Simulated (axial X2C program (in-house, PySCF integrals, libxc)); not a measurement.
# Ω levels of WBr from open-shell CI on d4 s1 p(π)0

Computed with an in-house all-electron X2C program for linear molecules (integrals from PySCF): two-component X2C with atomic mean-field Coulomb and Gaunt terms, basis W dyall-v3z, Br dyall-v3z (cores contracted in-house). Orbitals come from Hartree–Fock averaged over the configuration W d4 s1 p(π)0; CI then distributes these electrons over the d, s, p(π) shells of W.

R = 2.551 Å (near the minimum of the configuration average).

Lowest levels of this model:

```
   Ω  energy (cm⁻¹)     g∥  μ (D)         configuration
 1/2              0   2.01  -3.42    75% d4 s1 + 24% d5
 3/2            355   5.98  -3.55    73% d4 s1 + 26% d5
 5/2            965   9.87  -3.82    68% d4 s1 + 31% d5
 1/2           4126   3.23  -2.11             98% d4 s1
 3/2           4432   7.44  -2.11             98% d4 s1
 1/2           4832   0.80  -2.45     92% d4 s1 + 8% d5
 3/2           5225   4.27  -2.34     94% d4 s1 + 6% d5
 5/2           5588   7.88  -2.20             97% d4 s1
 7/2           5973  11.81  -2.12             99% d4 s1
 1/2           6858   4.88  -2.21             94% d4 s1
 3/2           8855   2.25  -2.34             93% d4 s1
 5/2           9554   6.05  -2.13             98% d4 s1
 7/2          10036   9.86  -2.13             99% d4 s1
 9/2          10388  13.66  -2.16             98% d4 s1
 5/2          10944   6.75  -3.26    67% d4 s1 + 15% d5
 7/2          12942   9.84  -3.54    64% d4 s1 + 20% d5
 7/2          16845   7.97  -2.52  79% d4 s1 + 9% d3 s2
 9/2          17370  10.89  -2.63    78% d4 s1 + 11% d5
 9/2          18384  11.01  -2.75    86% d4 s1 + 10% d5
11/2          19378  13.68  -2.97    85% d4 s1 + 14% d5
 9/2          20375  10.60  -2.74    85% d4 s1 + 10% d5
11/2          22104  12.21  -2.29             95% d4 s1
13/2          22432  15.75  -2.21             98% d4 s1
11/2          25416  12.00  -3.35    71% d4 s1 + 14% d5
```

g∥ is the magnitude of 2⟨Lz + ge Sz⟩ for the +Ω component. μ is positive if the Br end is positive.

Task: From Ω and g∥ of the lowest level, whose 2⟨Lz + ge Sz⟩ is positive, find ⟨Sz⟩ and ⟨Lz⟩ (ge = 2.0023).

Result: Ω = ⟨Lz⟩ + ⟨Sz⟩ = 1/2 and ⟨Lz⟩ + ge⟨Sz⟩ = 1.005, so ⟨Sz⟩ = 0.50 and ⟨Lz⟩ = 0.00.

Occupations of the active spinors in the lowest level by ω, shell by shell in order of energy: -5/2: 0.28; -3/2: 0.71 0.28 0.00; -1/2: 0.54 0.27 0.29 0.00; 1/2: 0.51 0.21 0.47 0.00; 3/2: 0.53 0.43 0.00; 5/2: 0.48. The leading determinant has weight 0.10 among 649.

This point took 4.6 s on 1 thread of Arm Neoverse N1 (shared host).

There is no dynamic correlation: spin–orbit spacings and, for f shells, spacings inside one term are the most reliable numbers, splittings between terms come out too wide, and energies between configurations are not reliable, so the lowest level need not be the ground state of the molecule. For d shells the ligand-field splittings (σ, π, δ) and their order can be off by a thousand cm⁻¹ or more. At most 4 roots were kept for each Ω > 0 (twice that for Ω = 0) within 3.2 eV of the lowest, so higher up levels can be missing between those listed; levels with Ω > 0 are doubly degenerate and listed once, Ω = 0 levels singly. States that fill the shells left empty in the average are placed too high.
